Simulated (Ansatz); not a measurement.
Input file for Ansatz (a first-principles code): U-SVWN5/def2-TZVPP on BeC, 2S+1 = 3, a spin state set in the input, which need not be the lowest, a point of a bond scan (R = 1.682 Å).

Ansatz 0.2 input:
```yaml
crystal:
  periodic: [false, false, false]
  atoms:
    - {symbol: Be, position_ang: [0.00000000, 0.00000000, 0.00000000]}
    - {symbol: C, position_ang: [0.00000000, 0.00000000, 1.68150100]}
basis:
  gaussian:
    orbitals: def2-TZVPP
    pivot_positions_ang: [[0.00000000, 0.00000000, 0.00000000], [0.00000000, 0.00000000, 1.68150100]]
hamiltonian:
  xc: {name: SVWN5}
magnetization: {spin_polarized: true, initial_magnetization: 2}
output: {forces: true, orbitals: {seedname: ./end}}
```

The log:

```
WARN ansatz: RAYON_NUM_THREADS=2 ignored (pool sized by the plan → 2); use --threads N
Functional definition: SVWN5
integrals: 0.00 GiB planned
321 factors; their error is unknown
mean field: 0.09 GiB planned
mean field evaluation 1: about -1406.1425 eV, gradient 3.5e1 eV
mean field evaluation 2: about -1348.1455 eV, gradient 6.8e1 eV
mean field evaluation 4: about -1407.2652 eV, gradient 2.9e1 eV
mean field evaluation 8: about -1415.7402 eV, gradient 1.0e0 eV
mean field evaluation 16: about -1415.7492 eV, gradient 8.4e-5 eV
mean field evaluation 32: about -1414.0947 eV, gradient 2.3e0 eV
mean field evaluation 64: about -1414.1686 eV, gradient 4.8e-2 eV
mean field -1415.74916911 eV, -52.0278223356 hartree, gradient 8.5e-5 eV, S^2 2.471300; 8 other end points of the search recorded, 0 dependent functions left out
the calculation of the forces begins
reference -1415.74919852 eV, -52.0278234164 hartree; 6, 4 occupied and 44, 46 virtual orbitals, 321 factors
Total energy: -1415.74919852 eV, -52.0278234164 hartree
Atom 0 at     0.000000     0.000000     0.000000 Å, force    -0.000000    -0.000000     0.201217 eV/Å
Atom 1 at     0.000000     0.000000     1.681501 Å, force     0.000000     0.000000    -0.201217 eV/Å
Dipole moment:     0.000000    -0.000000    -0.474958 e Å
```

The run converged. Its determinant has ⟨S²⟩ = 2.47, a mixture of spin states.

Cost: very roughly 0.5 core-seconds.
